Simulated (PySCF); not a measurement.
Br₂Ga (SMILES [Br][Ga+][Br]), charge +1, singlet, geometry from GFN2-xTB (such geometries of metal compounds can be far from the true shape). Base run: PBE0/STO-3G in PySCF.

PySCF was given this input:
```python
from pyscf import gto, scf, dft

mol = gto.M(
    atom='''
Ga    0.000000    0.000000    0.000000
Br    0.000000    0.000000    2.292576
Br   -0.000000   -0.000000   -2.292576
''',
    basis='sto-3g',
    charge=1,
    spin=0,
    verbose=4,
)

mf = dft.RKS(mol)
mf.xc = 'pbe0'
mf.kernel()
mo_i, mo_e, stable_i, stable_e = mf.stability(internal=True, external=True, return_status=True, nroots=6, tol=1e-6)
print('internally stable:', stable_i, ' externally stable:', stable_e)
if not stable_e:
    umf = mf.to_uhf() if not hasattr(mf, 'xc') else mf.to_uks()
    umf.scf_summary = {}
    umf.kernel(umf.make_rdm1(mo_e, umf.mo_occ))
mf.analyze()
```

The bond that is stretched is that between atoms 2 and 1. A test that says stable can miss a lower solution.

Each row names what was changed in the base input (with any setting that the change needs).

```tsv
change	ΔE vs base (mEh)	<S^2>	E after following the instability (Eh)	<S^2> there	HOMO-LUMO gap (eV)	stability test says	outcome
base	0.000	0.000	-6993.46527	0.14	5.41	external instability	converged
bond × 1.25	98.357	0.000	-6993.36622	0.00	2.98	external instability	converged
bond × 1.5	167.4	0.000	-6993.29720	0.00	1.59	external instability	converged
bond × 1.8	-	-	-	-	-	-	not converged
bond × 2.2	-	-	-	-	-	-	not converged
bond × 3.0	-	-	-	-	-	-	not converged
```

Where a bond breaks into two radicals, a solution with restricted orbitals usually stops being the lowest and lies too high; an unrestricted one lies lower at the price of spin contamination, which <S^2> shows.
